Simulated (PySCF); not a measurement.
Curvature of the energy in the electron number along group 13, charge +2

Calculated with PySCF 2.14, in aug-cc-pV(T+d)Z, non-relativistic, aug-cc-pVTZ-PP with ECP10MDF, ECP, aug-cc-pVTZ-PP with ECP28MDF, ECP, aug-cc-pVTZ-PP with ECP60MDF, ECP: one orbital is emptied in steps, and each cell gives the departure of E from the straight line at half an electron, in eV (from a cubic fit). The exact functional gives zero.

| species | orbital | LDA | PBE | r2SCAN | PBE0 | BHandHLYP | LC-wPBE | UHF |
| --- | --- | --- | --- | --- | --- | --- | --- | --- |
| Al²⁺ | 3s alpha | -1.02 | -1.09 | -0.83 | -0.80 | -0.60 | -0.12 | 0.01 |
| Ga²⁺ | 4s alpha | -1.21 | -1.23 | -1.04 | -0.90 | -0.64 | -0.17 | 0.03 |
| In²⁺ | 5s alpha | -1.11 | -1.12 | -0.97 | -0.81 | -0.57 | -0.12 | 0.03 |
| Tl²⁺ | 6s alpha | -1.16 | -1.15 | -1.03 | -0.83 | -0.56 | -0.14 | 0.06 |

**Question.** How does the mean departure depend on the functional?

**Answer.** LDA -1.12 eV; PBE -1.15 eV; r2SCAN -0.97 eV; PBE0 -0.84 eV; BHandHLYP -0.59 eV; LC-wPBE -0.14 eV; UHF 0.03 eV. Semilocal functionals are convex (delocalisation error), Hartree-Fock is concave or straight, and exact exchange removes curvature roughly in proportion to its share, so among the functionals the range-separated hybrids usually come closest to zero.

No spin-orbit coupling is included.
